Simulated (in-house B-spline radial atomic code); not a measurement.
Radial electron density of Ru⁺, [Kr] 4d7. Level of theory: scalar-relativistic (X2C) AM05, spin-polarised, spherical fractional occupations, Fermi nucleus of rms radius 4.4809 fm; calculated with a B-spline radial code for spherical atoms.

One-electron X2C: radii and densities carry no picture-change correction, so inner-shell <1/r> comes out high (for 1s by about 2 % at Z = 33, 5 % at 54, 10 % at 75, 30 % at 118) and <r> low.

Columns: r (bohr), 4πr²n(r) (electrons per bohr), bar.

```
 0.00102    1.415 #
 0.00124    1.953 #
 0.00152    2.723 ##
 0.00186    3.769 ##
 0.00227    5.163 ###
 0.00278    7.061 ####
  0.0034     9.55 ######
 0.00416    12.78 ########
 0.00509    16.87 ###########
 0.00622    21.87 ##############
 0.00761     27.8 ##################
  0.0093    34.42 ######################
  0.0114    41.44 ##########################
  0.0139    47.87 ##############################
   0.017    53.05 #################################
  0.0208    55.88 ###################################
  0.0254    55.76 ###################################
  0.0311    52.98 #################################
   0.038    49.25 ###############################
  0.0465    47.31 ##############################
  0.0569    49.81 ###############################
  0.0696    57.12 ####################################
  0.0851    65.76 #########################################
   0.104    69.73 ############################################
   0.127    64.99 #########################################
   0.156    53.78 ##################################
    0.19     45.6 #############################
   0.233    46.51 #############################
   0.285    52.81 #################################
   0.348    53.14 ##################################
   0.426    41.85 ##########################
    0.52    25.87 ################
   0.637    15.39 ##########
   0.778    13.43 ########
   0.952    14.25 #########
    1.16    12.81 ########
    1.42    9.051 ######
    1.74    5.238 ###
    2.13    2.661 ##
     2.6     1.23 #
    3.18   0.4926 
    3.89    0.161 
    4.76  0.03983 
    5.82 0.006987
```

On this grid the curve has 4 maxima, near 0.0208, 0.104, 0.348, 0.952 bohr.

The 4d down radial function P(r) = rR(r), positive near the nucleus:

```
r (bohr)          P
  0.0114  0.0008777
   0.017   0.002605
  0.0254   0.007528
   0.038    0.02076
  0.0569    0.05316
  0.0851     0.1215
   0.127     0.2355
    0.19     0.3617
   0.285     0.3771
   0.426     0.1333
   0.637    -0.3404
   0.952    -0.7424
    1.42    -0.7888
    2.13    -0.5517
    3.18    -0.2731
    4.76   -0.08571
```
